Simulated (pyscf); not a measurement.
## Insertion: F–Ga [singlet] + silanol (HO–SiH₃) → HO–SiH₂–GaH–F

Gas phase, singlet surface, charge 0. Bonds broken: Si4–H6. Bonds formed: Ga1–Si4, Ga1–H6. PySCF, gas phase, ωB97X-D3(BJ)/def2-SVP geometries. MP2 and CC: frozen core, UHF for open shells. ΔMP2 is the change of the MP2 total energy from the triple- to the quadruple-zeta basis.

Transition state (Å):

```xyz
8

Ga     0.0907     0.3397     0.9498
F     -0.0457     0.9054     2.5953
O     -1.8734    -0.9882    -1.5934
Si    -0.5155    -0.0860    -1.2762
H     -2.6770    -0.6397    -1.1869
H     -1.5976     0.6152     0.1728
H      0.5042    -0.9361    -1.9536
H     -0.3724     1.3209    -1.7402
```

One imaginary mode, 455i cm⁻¹; descent along it reached the two sides named.

```tsv
bond	change	reactant side (Å)	saddle	product side
Si4–H6	breaks	1.498	1.940	3.6
Ga1–Si4	forms	3.2	2.346	2.397
Ga1–H6	forms	2.8	1.879	1.569
```

Electronic energies relative to the separated reactants (eV):

```
level                             barrier  reaction energy  reverse barrier
--------------------------------  -------  ---------------  ---------------
ωB97X-D3(BJ)/def2-TZVP               1.61            -0.14             1.75
PBE/def2-TZVP                        1.53            +0.14             1.40
r²SCAN/def2-TZVP                     1.50            -0.01             1.52
B3LYP-D3(BJ)/def2-TZVP               1.87            +0.28             1.59
PBE0-D3(BJ)/def2-TZVP                1.57             0.00             1.57
M06-2X/def2-TZVP                     1.78            +0.16             1.62
ωB97M-D3(BJ)/def2-TZVP               1.88            +0.25             1.64
HF/def2-TZVP                         2.46            +0.33             2.13
MP2/def2-QZVPP                       1.79            +0.06             1.72
CCSD/def2-TZVPP                      1.88            +0.09             1.79
CCSD(T)/def2-TZVPP                   1.77            +0.06             1.71
CCSD(T)/def2-TZVPP + ΔMP2(QZVPP)     1.81            +0.12             1.69
```

With CCSD(T)/def2-TZVPP + ΔMP2(QZVPP) energies and thermal terms (ideal gas, 1 atm, RRHO with modes under 100 cm⁻¹ raised to 100, one conformer, R ln 2 for chiral ones without a mode under 150 cm⁻¹), in eV:

```json
[
 {"T (K)": "298", "ΔH‡": "1.75", "ΔG‡": "2.22", "ΔH": "+0.12", "ΔG": "+0.54"},
 {"T (K)": "600", "ΔH‡": "1.77", "ΔG‡": "2.69", "ΔH": "+0.16", "ΔG": "+0.96"},
 {"T (K)": "900", "ΔH‡": "1.79", "ΔG‡": "3.15", "ΔH": "+0.21", "ΔG": "+1.35"},
 {"T (K)": "1200", "ΔH‡": "1.81", "ΔG‡": "3.60", "ΔH": "+0.25", "ΔG": "+1.72"}
]
```

The reactants may also form a dative adduct at F–Ga [singlet]; it and routes through it were not searched. HO–SiH₂–GaH–F lies 0.73 eV over its isomer F–GaH–O–SiH₃ (electronic energy, ωB97M-D3(BJ)/def2-TZVP). This is the saddle that the search found; another between the same sides may lie lower. The CCSD(T) − MP2 part came from Ansatz, without density fitting, on the same reference. The frozen core leaves the outer d or s,p core shells of the metals and heavy elements correlated in the MP2 and CC values, and def2-TZVPP describes them poorly, which can shift differences by a few kcal/mol. Elements up to Kr have no core potential and no relativistic terms here.
